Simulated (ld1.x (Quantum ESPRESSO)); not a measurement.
# What one change does to a pseudopotential (promethium, TM)

* Element: Pm (Z = 61)
* Generator: ld1.x (Quantum ESPRESSO) 7.5
* Type: norm-conserving Troullier–Martins (Kleinman–Bylander form)
* Functional: BLYP
* Relativity: scalar-relativistic
* Frozen core: [Xe] 4f4
* Valence charge: 3
* Reference configuration: 5d1 6s1 6p1
* Partial waves: 6s (bound): rc 3.75 bohr; 6p (bound): rc 3.45 bohr; 5d (bound): rc 2.30 bohr
* Local potential: all-electron potential smoothed inside 3.55 bohr (lloc = -1)
* Core correction: a·sin(br)/r model core inside 2.15 bohr

All-electron outer shells of the reference configuration (BLYP, scalar-relativistic, ld1.x):

```tsv
shell	level (eV)	outermost node (bohr)	outermost maximum (bohr)
5p	-26.30	0.75	1.44
4f	-8.46	–	0.62
6s	-4.51	1.70	3.45
5d	-3.66	0.85	2.04
6p	-1.72	2.02	4.60
```

Change: local potential all-electron potential smoothed inside 2.45 bohr (lloc = -1).

Cutoffs: the cutoffs (Ry, on a coarse ladder) from which the occupation-weighted sum of valence levels, in a spherical-Bessel basis at the reference potential, stays within 10 and 1 mRy of its value at 400 Ry; they do not see the model core or the augmentation charge, which bear on the density cutoff. Errors are all-electron minus pseudo energies relative to the spin-unpolarised reference configuration.

What does the change do?

The potential gets neither clearly harder nor softer (12 Ry and 18 Ry → 12 Ry and 18 Ry); a bound ghost appears in p, s, which as a rule spoils a file; the number of tests that count goes from 7 to 6; of the 6 tests that both files solve, the error grows in 3 and shrinks in 0 by more than 15 % and 0.3 meV (median size 21.5 → 23.2 meV); the range in which the s phases agree widens (upper end 0.0 → 1.0); the range in which the p phases agree widens (upper end 0.1 → 2.2). In the separable form a ghost depends on how the local part lies against the semilocal potential of the channel, so the choice of the local part can create or remove one.

| quantity | base | changed |
| --- | --- | --- |
| cutoff, loose | 12 Ry | 12 Ry |
| cutoff, tight | 18 Ry | 18 Ry |
| bound ghosts | none | s, p |
| tests counted (converged, no solver errors) | 7 of 7 | 6 of 7 |
| error for 5d1 6s2 6p0, meV [ΔE -2.69 eV] | -1.0 | -2.5 |
| error for 5d1 6s1 6p0, meV [ΔE 3.59 eV] | -1.0 | -2.0 |
| error for 5d1 6s0 6p0, meV [ΔE 15.29 eV] | -25 | -24 |
| error for 5d2 6s0 6p0, meV [ΔE 4.31 eV] | -83 | -80 |
| error for 5d2 6s1 6p0, meV [ΔE -1.35 eV] | -57 | -61 |
| error for 5d1.5 6s1.5 6p0, meV [ΔE -2.07 eV] | -18 | -23 |
| s: phases at 4.04 bohr within 0.05 rad from the reference energy up to (Ry; the scan ends near 5) | 0.0 | 1.0 |
| p: phases at 4.04 bohr within 0.05 rad from the reference energy up to (Ry; the scan ends near 5) | 0.1 | 2.2 |
| d: phases at 4.04 bohr within 0.05 rad from the reference energy up to (Ry; the scan ends near 5) | 0.8 | 0.9 |

Changed file: Tests not counted: 5d0 6s2 6p1 (solver errors, printed error -2.1 eV). A true bound ghost makes a file unfit for plane-wave use even where its test errors are small: the radial tests pick states by their node count and pass the ghost by. Where a test does run into it, the solver fails or the error is huge.
